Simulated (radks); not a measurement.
The caesium anion Cs-, [Xe] 6s2, held by a Watson sphere: a shell of charge +1 at radius R that stands for the Madelung well of a crystal (potential energy -1/R inside, -1/r outside, in hartree with lengths in bohr). Calculated with a radial shooting solver on a logarithmic mesh with Libxc functionals: scalar-relativistic Kohn-Sham, PBEsol, spin-unpolarised, spherical densities, finite nucleus; Fermi nuclear charge, rms radius of each element as measured or else 0.836 A^(1/3) + 0.57 fm. Response by self-consistent Sternheimer equations with the Hartree and adiabatic LDA kernel, the relativistic mass of each level held fixed and spin-orbit coupling left out. The sphere does not respond.

[
 {"R (bohr)": "3.65", "e(5s) (eV)": "-27.829", "e(5p) (eV)": "-14.670", "e(6s) (eV)": "-3.114", "<r> 6s (bohr)": "5.017", "sum of <r^2> (bohr^2)": "108.6", "X-ray form factor at sin(theta)/lambda = 0.3 1/angstrom": "37.945", "alpha (bohr^3)": "283.5"},
 {"R (bohr)": "5.04", "e(5s) (eV)": "-26.687", "e(5p) (eV)": "-13.498", "e(6s) (eV)": "-2.845", "<r> 6s (bohr)": "5.434", "sum of <r^2> (bohr^2)": "118.2", "X-ray form factor at sin(theta)/lambda = 0.3 1/angstrom": "37.936", "alpha (bohr^3)": "381.0"},
 {"R (bohr)": "5.42", "e(5s) (eV)": "-26.516", "e(5p) (eV)": "-13.320", "e(6s) (eV)": "-2.755", "<r> 6s (bohr)": "5.560", "sum of <r^2> (bohr^2)": "121.3", "X-ray form factor at sin(theta)/lambda = 0.3 1/angstrom": "37.933", "alpha (bohr^3)": "417.6"},
 {"R (bohr)": "5.53", "e(5s) (eV)": "-26.473", "e(5p) (eV)": "-13.275", "e(6s) (eV)": "-2.729", "<r> 6s (bohr)": "5.597", "sum of <r^2> (bohr^2)": "122.2", "X-ray form factor at sin(theta)/lambda = 0.3 1/angstrom": "37.933", "alpha (bohr^3)": "428.8"},
 {"R (bohr)": "5.59", "e(5s) (eV)": "-26.451", "e(5p) (eV)": "-13.252", "e(6s) (eV)": "-2.714", "<r> 6s (bohr)": "5.617", "sum of <r^2> (bohr^2)": "122.7", "X-ray form factor at sin(theta)/lambda = 0.3 1/angstrom": "37.932", "alpha (bohr^3)": "435.0"}
]
